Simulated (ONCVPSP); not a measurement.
## fluorine (F), ONCV: configuration errors across variants

F, optimised norm-conserving Vanderbilt (ONCV), made with ONCVPSP 4.0.1 (PBE, scalar-relativistic). Core [He], reference 2s1.75 2p5.25. Waves: 2s: rc 0.70 bohr, ncon 4, nbas 8, qcut 8.2 1/bohr, 2 projectors, debl 1.4 Ha; 2p: rc 1.10 bohr, ncon 4, nbas 7, qcut 11.4 1/bohr, 2 projectors, debl 2 Ha; d scattering state at 0.32 Ha: rc 1.25 bohr, ncon 3, nbas 7, qcut 7.7 1/bohr, 1 projector. Local part: polynomial inside 0.70 bohr (lpopt 5, dvloc0 0 Ha). Core correction: Teter function, fcfact 4.5, rcfact 1.05.

All-electron excitation energies from the reference (eV): (1) 2s2 2p5 -4.699; (2) 2s2 2p4 14.691; (3) 2s2 2p3 53.076; (4) 2s2 2p2 113.713.

A true bound ghost makes a file unfit for plane-wave use even where its test errors are small: the radial tests pick states by their node count and pass the ghost by.

Errors AE − PS in meV (a dash: test not solved or not reliable):

```tsv
change	(1)	(2)	(3)	(4)	bound ghosts	GHOST(+) flags above zero
base	+1.2	+18	+104	+389	none	s
all radii but the core radius scaled by about 0.87 (s 0.60, p 0.96, d 1.08 bohr); local potential polynomial inside 0.60 bohr (lpopt 5, dvloc0 0 Ha)	+1.0	+10	+64	+251	none	s
all radii but the core radius scaled by about 0.91 (s 0.64, p 1.00, d 1.14 bohr); local potential polynomial inside 0.64 bohr (lpopt 5, dvloc0 0 Ha)	+1.1	+12	+74	+286	none	s
all radii but the core radius scaled by about 0.96 (s 0.68, p 1.06, d 1.20 bohr); local potential polynomial inside 0.68 bohr (lpopt 5, dvloc0 0 Ha)	+1.2	+15	+92	+346	none	s
all radii but the core radius scaled by about 1.06 (s 0.74, p 1.16, d 1.32 bohr); local potential polynomial inside 0.74 bohr (lpopt 5, dvloc0 0 Ha)	+1.3	+22	+127	+463	none	s
all radii but the core radius scaled by about 1.10 (s 0.76, p 1.20, d 1.38 bohr); local potential polynomial inside 0.76 bohr (lpopt 5, dvloc0 0 Ha)	+1.3	+25	+144	+520	none	s
all radii but the core radius scaled by about 1.18 (s 0.82, p 1.30, d 1.48 bohr); local potential polynomial inside 0.82 bohr (lpopt 5, dvloc0 0 Ha)	+1.3	+33	+191	+675	none	none
all radii but the core radius scaled by about 1.23 (s 0.86, p 1.36, d 1.54 bohr); local potential polynomial inside 0.86 bohr (lpopt 5, dvloc0 0 Ha)	+1.3	+38	+221	+773	none	none
all radii but the core radius scaled by about 1.32 (s 0.92, p 1.46, d 1.66 bohr); local potential polynomial inside 0.92 bohr (lpopt 5, dvloc0 0 Ha)	+1.2	+48	+278	+950	none	none
```

Task: Give the same row for: all radii but the core radius scaled by about 0.77 (s 0.54, p 0.84, d 0.96 bohr); local potential polynomial inside 0.54 bohr (lpopt 5, dvloc0 0 Ha).

Result: +0.8, +6.5, +42, +177; bound ghosts: s; GHOST(+) flags above zero: s.
